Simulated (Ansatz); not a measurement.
Consider the ligand exchange at the Si–C bond: `C=C[SiH2]O[SiH3]` + CH₃OH → `CO[SiH2]O[SiH3]` + ethylene.

Computed with Ansatz on PBE0-D4/def2-TZVP structures; ΔE is electronic, products minus reactants. CBS: MP2 limit from def2 TZ/QZ plus the TZ coupled-cluster correction, frozen cores. This one scheme is used for every species. DFT in def2-TZVPP. B3LYP here is the variant with VWN-RPA as its local correlation; programs differ in this. HSE06 is defined as in plane-wave codes. Each species was taken in one conformer, which may not be the lowest.

`C=C[SiH2]O[SiH3]`:

```xyz
13

C     0.812   -1.866    0.638
C     1.457   -0.735    0.905
Si    0.704    0.941    0.663
O    -0.814    0.785    0.074
Si   -1.747    0.752   -1.266
H     1.268   -2.842    0.782
H    -0.208   -1.866    0.265
H     2.478   -0.797    1.281
H     1.531    1.740   -0.284
H     0.630    1.672    1.955
H    -2.964    1.566   -1.027
H    -1.002    1.300   -2.430
H    -2.144   -0.650   -1.558
```

CH₃OH:

Cartesian coordinates in Å:
```
C -0.107 0.020 -0.339
O 0.364 0.493 0.901
H -0.199 0.884 -0.997
H -1.094 -0.453 -0.258
H 0.585 -0.692 -0.806
H 0.451 -0.252 1.499
```

`CO[SiH2]O[SiH3]`:

```xyz
13

C     0.893   -1.071    1.681
O     1.325   -0.758    0.375
Si    1.092    0.693   -0.337
O    -0.486    0.992   -0.625
Si   -1.833    0.431   -1.368
H     1.426   -1.963    2.014
H     1.105   -0.256    2.383
H    -0.182   -1.278    1.700
H     1.840    0.629   -1.611
H     1.560    1.781    0.556
H    -2.793    1.553   -1.501
H    -1.500   -0.103   -2.715
H    -2.446   -0.651   -0.554
```

`C=C`:

Z-matrix (Å, degrees):
```
C
C 1 1.323
H 1 1.085 2 121.7
H 1 1.085 2 121.7 3 -180.0
H 2 1.085 1 121.7 3 -0.0
H 2 1.085 1 121.7 3 -180.0
```

| level | ΔE (kJ/mol) | difference from CCSD(T)/CBS |
| --- | --- | --- |
| LDA (SPW92) | -99.6 | 7.8 |
| PBE-D4 | -96.5 | 10.9 |
| revPBE-D4 | -94.5 | 12.9 |
| BLYP-D4 | -106.1 | 1.3 |
| r2SCAN-D4 | -106.4 | 1.0 |
| B97M-V | -108.2 | -0.8 |
| PBE0-D4 | -99.2 | 8.2 |
| B3LYP-D4 | -108.4 | -1.0 |
| r2SCANh-D4 | -106.7 | 0.7 |
| r2SCAN0-D4 | -107.1 | 0.3 |
| HSE06-D4 | -99.0 | 8.4 |
| BHLYP-D4 | -113.1 | -5.7 |
| ωB97M-V | -107.7 | -0.3 |
| B2PLYP | -111.6 | -4.2 |
| PBE-QIDH | -105.4 | 2.0 |
| PBE | -97.8 | 9.6 |
| revPBE | -96.9 | 10.5 |
| r2SCAN | -106.7 | 0.7 |
| PBE0 | -100.4 | 7.0 |
| B3LYP | -110.6 | -3.2 |
| r2SCANh | -107.0 | 0.4 |
| r2SCAN0 | -107.5 | -0.1 |
| HSE06 | -100.2 | 7.2 |
| BHLYP | -115.2 | -7.8 |
| CAM-B3LYP | -113.8 | -6.4 |
| LC-ωPBE | -104.4 | 3.0 |
| RPA@PBE/def2-TZVPP | -107.1 | 0.3 |
| MP2/def2-SVP | -104.9 | 2.5 |
| CCSD/def2-SVP | -104.9 | 2.5 |
| HF/def2-TZVPP | -121.0 | -13.6 |
| MP2/def2-TZVPP | -109.2 | -1.8 |
| SCS-MP2/def2-TZVPP | -111.5 | -4.1 |
| CCSD/def2-TZVPP | -110.0 | -2.6 |
| CCSD(T)/def2-TZVPP | -108.3 | -0.9 |
| HF/def2-QZVPP | -122.1 | -14.7 |
| MP2/def2-QZVPP | -109.1 | -1.7 |
| SCS-MP2/def2-QZVPP | -111.3 | -3.9 |
| HF/CBS(def2) | -122.2 | -14.8 |
| MP2/CBS(def2) | -108.3 | -0.9 |
| CCSD/CBS(def2) | -109.1 | -1.7 |
| CCSD(T)/CBS | -107.4 | 0 |

(1) What do rigid-rotor, harmonic-oscillator terms from PBE0-D4/def2-TZVP frequencies (298.15 K, 1 bar) make of the CCSD(T)/CBS value? (An estimate is asked.)

Largest T1 diagnostic among the species: 0.011.

Results:

(1) The calculation gave: ΔZPE = +0.2 kJ/mol, ΔH = -107.0 kJ/mol, ΔS = -8 J/(mol·K), ΔG = -104.5 kJ/mol. Modes under 50 cm⁻¹ make the entropy rough.

In def2-TZVPP, CCSD(T) changes the Hartree–Fock value by +12.6 kJ/mol (the triples alone add +1.7 kJ/mol) and MP2 by +11.7 kJ/mol. From BLYP to BHLYP (50 % exact exchange), in def2-TZVPP and without D4, ΔE moves by −6.3 kJ/mol.
